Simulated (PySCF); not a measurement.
# Hartree-Fock beside MP2: Al2H4N cation

All numbers below are calculated, not measured. The program is PySCF 2.14.0, an open-source quantum chemistry code, run on an isolated molecule that a program drew, which may never have been made. The molecule is Al2H4N cation (charge +1, singlet), drawn as the SMILES string `[NH2][Al+][AlH2]`.

The geometry was optimised and harmonic frequencies were computed with HF and MP2, all in the cc-pV(D+d)Z basis, for the commonest isotopes, with a restricted reference for singlets and an unrestricted one otherwise, and a frozen core in MP2. Each result is a local minimum of its method.

Geometry at the HF minimum:
```xyz
7
Al2H4N cation, angstrom
N     3.5992    0.8194    0.0941
Al    1.9495    0.9610   -0.3934
Al   -0.6256    1.1819   -1.1547
H     4.0517    1.3699    0.8065
H     4.2716    0.1729   -0.2869
H    -1.3756    2.2980   -0.3713
H    -0.9978    0.1621   -2.2699
```

Lengths of the bonds as drawn, in Å (atoms numbered as above):
```
   bond     HF    MP2
 N1-Al2  1.726  1.743
Al2-Al3  2.694  2.685
  N1-H4  1.008  1.023
  N1-H5  1.008  1.023
 Al3-H6  1.556  1.559
 Al3-H7  1.556  1.558
```

Rotational constants, in GHz:
```
constant     HF    MP2
       A  91.29  89.87
       B  2.153  2.152
       C  2.104  2.101
```

Harmonic frequencies in cm^-1, each column in rising order, so a row needn't be the same motion in every method:
| rank | HF | MP2 |
|---|---|---|
| 1 | 68 | 86 |
| 2 | 114 | 102 |
| 3 | 121 | 105 |
| 4 | 274 | 274 |
| 5 | 411 | 395 |
| 6 | 552 | 483 |
| 7 | 573 | 555 |
| 8 | 642 | 586 |
| 9 | 749 | 720 |
| 10 | 932 | 893 |
| 11 | 1654 | 1524 |
| 12 | 2076 | 2039 |
| 13 | 2114 | 2085 |
| 14 | 3733 | ? |
| 15 | 3808 | 3646 |

**Estimate the missing MP2 frequency from the HF column.**

A single factor s that minimises the squared misfit of MP2 against s times HF over the other rows is sum(HF x MP2) / sum(HF^2) = 0.9610, with an rms misfit of 31 cm^-1. For rank 14 it gives 0.9610 x 3733 = 3587 cm^-1. The calculation gives 3554 cm^-1, 33 cm^-1 below the estimate. The drawn bonds are on average 0.7 % longer in MP2 than in HF.
